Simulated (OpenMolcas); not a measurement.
A calculation on neutral niobium.

```
Program             : OpenMolcas 26.06
Method              : RASSCF
Basis               : ANO-RCC-VTZP [7s6p4d2f1g]
Scalar Hamiltonian  : DKH2, point nucleus
Active space        : 5 electrons in 9 orbitals (RAS2 4d 5s; RAS3 5p, at most 2 electrons)
State averaging     : 2S+1 = 6 even, 6 roots; 2S+1 = 4 even, 77 roots kept (CI in the orbitals of an earlier block, 50 in the spin-orbit step); 2S+1 = 2 even, 86 roots kept (CI in the orbitals of an earlier block); 2S+1 = 6 odd, 45 roots (36 in the spin-orbit step); 2S+1 = 4 odd, 85 roots kept (CI in the orbitals of an earlier block, 35 in the spin-orbit step); 2S+1 = 2 odd, 86 roots kept (CI in the orbitals of an earlier block, 6 in the spin-orbit step)
Spin-orbit coupling : state interaction with AMFI integrals over the reference wave functions, term energies averaged over their components
```

Task: Which level of the active space comes out lowest?

Result: 4d⁴ 5s ⁶D_1/2, with 99 % of that term; it is also the measured ground level.

Task: How high does 4d⁴ 5s ⁶D_9/2 lie?

Result: 1027 cm⁻¹ above the lowest level; measured 1050 cm⁻¹ above the ground level, so the calculation is off by -2 %.

Task: How high does 4d⁴ 5s ⁴P_1/2(1) lie?

Result: 8648 cm⁻¹ above the lowest level.

Task: How high does 4d³ 5s² ⁴F_3/2 lie?

Result: 4963 cm⁻¹ above the lowest level; measured 1143 cm⁻¹ above the ground level, so the calculation is off by +334 %.

Measured values: NIST Handbook of Basic Atomic Spectroscopic Data.

Some high roots are left out of the spin-orbit mixing, which shifts the levels that they would mix with. Without dynamic correlation excited terms often stand tens of per cent too high (terms of higher spin than the ground term too low), and those without a measured partner can miss by more than the paired ones. Terms from blocks run as CI alone lack orbitals of their own. Configurations are named by rounded mean occupations; where the s occupation lies near a half they are strongly mixed, a name can repeat and a true partner stay unpaired. A single d shell beside an s shell can misplace configurations of different d count against each other. Measured partners are found by configuration, term and J. A level has none where our copy of the source lacks it or the pairing is in doubt (some pairs that miss far off the trend of their configuration count as doubtful), and it then counts in no deviation. Levels of configurations outside the active space are missing.

A number in round brackets counts repeated terms of one configuration in the order of the reference energies.
